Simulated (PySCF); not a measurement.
## Structure from NMR data

The spectra below were simulated for a compound C5H13NSi.

¹H NMR (400 MHz, computed): δ 7.12 (m, 1H), 5.79 (m, 1H), 4.94 (d, 2H), 2.60 (s, 6H), 2.08 (d, 3H).

¹³C{¹H} NMR (computed): δ 160.2 (CH), 127.7 (CH), 40.4 (CH3), 23.6 (CH3).

[PySCF 2.14.0 with density-fitted response routines: geometry from GFN2-xTB; σ from GIAO-PBE0/pcSseg-1; no relativistic terms; averaged over atoms made equivalent by symmetry, fast rotation or ring inversion; single conformer; isolated molecule]

δ = σ(ref) − σ, references computed at the same level: ¹H and ¹³C against TMS.

Q: Which of these isomers gave the spectra?
A. C/C=C\[SiH2]N(C)C
B. C=CC[SiH2]N(C)C
C. C/C=C\[Si@@H](C)NC

A: A. 

Rings plus π bonds: 1 (no ring in the answer). 4 carbon signals for 5 carbons: some carbons are equivalent by symmetry or fast rotation. Carbon types of the structure: 2 × CH, 3 × CH3, leaving 2 H on heteroatoms. δC 160.2, 127.7: alkene CH; an sp2 carbon of a C=C bond. δC 40.4: methyl carbon bonded to N; pulled downfield by the heteroatom. δH 7.12, 5.79: hydrogen on an alkene CH; a vinylic proton, deshielded by the sp2 carbon and the C=C anisotropy. δH 2.60: hydrogen on a methyl carbon bonded to N; its carbon carries N, which withdraws density. δH 2.08: hydrogen on an allylic methyl carbon; allylic position.

The others: C=CC[SiH2]N(C)C would give 6 signals for carbon-bound and other non-exchanging H, not 5; C/C=C\[Si@@H](C)NC would give 5 carbon signals, not 4.

Shifts are as computed. Against solution values, carbons near 30 ppm lie about +3 ppm off and those near 130 ppm about +5 ppm (rms about the fit 2.1 ppm; single classes can miss by 10 ppm). Of 1328 compounds with measured shifts, 309 miss one by over three times the rms of a fit or turn the order of signals round; such compounds aren't used in these exercises. Signals without a measured value on file couldn't be tested in this way; 1H shifts scatter by 0.2 ppm about their fit, and single ones miss by 0.5 ppm. Multiplicities follow the n + 1 count of equivalent neighbours, as no J values were calculated; m marks all less simple cases, F and P coupling included.
